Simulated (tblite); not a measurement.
C7H13NSi.
Geometry (GFN2-xTB, Å), atoms numbered from 1 in this order:
```
atom  x, y, z in Å
C1     3.9880    0.1260   -1.1276
C2     2.7496   -0.0135   -0.3915
C3     1.7322   -0.1350    0.2304
C4     0.4785   -0.2590    0.9488
C5    -0.1948    1.1139    1.1671
C6    -1.3404    1.1105    0.1555
N7    -1.7646   -0.2669    0.1436
Si8   -3.3061   -0.8283   -0.3386
C9    -0.5628   -1.0645    0.1303
H10    3.8328   -0.1419   -2.1724
H11    4.7509   -0.5275   -0.7053
H12    4.3386    1.1566   -1.0757
H13    0.6732   -0.7458    1.9087
H14    0.4996    1.9376    1.0096
H15   -0.5961    1.1761    2.1787
H16   -2.1663    1.7627    0.4387
H17   -0.9692    1.4233   -0.8326
H18   -3.5156   -0.9348   -1.7942
H19   -3.4386   -2.1599    0.2529
H20   -4.2511    0.1447    0.2079
H21   -0.1861   -1.2079   -0.8935
H22   -0.7621   -2.0478    0.5585
```

Computed with GFN2-xTB (tblite): harmonic, unscaled wavenumbers at the GFN2-xTB geometry, gas phase. Errors from tens to a few hundred cm⁻¹ against measured bands are possible. Modes of hydrogen on silicon can be 10 to 20 % off. One conformer, not necessarily the lowest. The optimisation stopped once no atom felt more than 0.01 eV/Å.

Lowest wavenumbers of the output (negative numbers stand for imaginary wavenumbers):
```
mode    cm-1
  1     -38.4
  2       8.3
  3      67.3
  4     113.5
  5     122.5
  6     150.0
  7     224.0
  8     266.9
```

**Question.** Is this structure a minimum?

**Answer.** Not by this Hessian. 1 mode is imaginary beyond 20i (38i cm⁻¹), so at this level the point lies at or near a first-order saddle. The curvature is small, so loose convergence or finite differences may be the whole cause.

**Question.** Which atoms move in the imaginary mode?

**Answer.** 38i: H12 (methyl hydrogen) 33 %, H11 (methyl hydrogen) 33 %, H10 (methyl hydrogen) 32 %. These are shares of the mass-weighted motion.

**Question.** What is the remedy?

**Answer.** Step along that mode in both directions, optimise again with tighter thresholds and repeat the frequencies. The zero-point energy of this point (111.0 kcal/mol) counts the 59 real modes alone, and thermal corrections from it aren't those of a minimum.
